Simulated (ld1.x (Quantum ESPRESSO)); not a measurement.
# Ga: one change to an ultrasoft potential, before and after

| Property | Result |
| --- | --- |
| Element | Ga |
| Generator | ld1.x (Quantum ESPRESSO) 7.5 |
| Type | ultrasoft |
| Functional | PBEsol |
| Relativity | scalar-relativistic |
| Frozen core | [Ar] 3d10 |
| Valence charge | 3 |
| Reference configuration | 4s1 4p2 |
| Partial waves | 4s (bound): rcut 1.90, rcutus 2.20 bohr; 4s channel at 2.8 Ry: rcut 1.90, rcutus 2.20 bohr; 4p (bound): rcut 1.55, rcutus 2.15 bohr; 4p channel at 4.65 Ry: rcut 1.55, rcutus 2.15 bohr |
| Local potential | all-electron potential smoothed inside 1.90 bohr (lloc = -1) |
| Core correction | none |
| Augmentation charge | PSQ, radius 1.75 bohr |

Change: core correction a·sin(br)/r model core inside 2.42 bohr.

Cutoffs: the cutoffs (Ry, on a coarse ladder) from which the occupation-weighted sum of valence levels, in a spherical-Bessel basis at the reference potential, stays within 10 and 1 mRy of its value at 400 Ry; they do not see the model core or the augmentation charge, which bear on the density cutoff. Errors are all-electron minus pseudo energies relative to the spin-unpolarised reference configuration.

Problem. Predict the effect on cutoff, ghosts and configuration errors.

Solution. Both files are so soft that the ladder of cutoffs tells neither apart; the number of tests that count goes from 6 to 7; of the 6 tests that both files solve, the error grows in 2 and shrinks in 4 by more than 15 % and 0.3 meV (median size 29.4 → 11.8 meV); neither file shows a bound ghost at the reference potential, the only one tested. A model core, the more so a compact one, raises the density cutoff, which this test does not measure.

| quantity | base | changed |
| --- | --- | --- |
| cutoff, loose | 6 Ry | 6 Ry |
| cutoff, tight | 10 Ry | 10 Ry |
| bound ghosts | none | none |
| tests counted (converged, no solver errors) | 6 of 7 | 7 of 7 |
| error for 4s2 4p1, meV [ΔE -6.55 eV] | +31 | +6.3 |
| error for 4s1 4p0, meV [ΔE 20.26 eV] | -8.3 | -124 |
| error for 4s2 4p1.3, meV [ΔE -7.08 eV] | +27 | +3.2 |
| error for 4s2 4p0.5, meV [ΔE -4.52 eV] | +40 | +12 |
| error for 4s1 4p1, meV [ΔE 6.53 eV] | -7.9 | -16 |
| error for 4s0 4p3, meV [ΔE 6.84 eV] | +48 | +12 |
| s: phases at 2.39 bohr within 0.05 rad from the reference energy up to (Ry; the scan ends near 5) | 4.6 | 4.6 |
| p: phases at 2.39 bohr within 0.05 rad from the reference energy up to (Ry; the scan ends near 5) | to the end of the scan | to the end of the scan |
| lowest overlap eigenvalue by channel | s 0.58, p 0.68 | s 0.58, p 0.68 |

Base: Tests not counted: 4s2 4p0 (pseudo-atom not self-consistent, printed error +59 meV). ld1.x printed “convergence not achieved” for 5 of the counted tests; their residual had stalled under 1e-8, short of the target of 1e-14. Changed file: ld1.x printed “convergence not achieved” for 6 of the counted tests; their residual had stalled under 1e-8, short of the target of 1e-14.
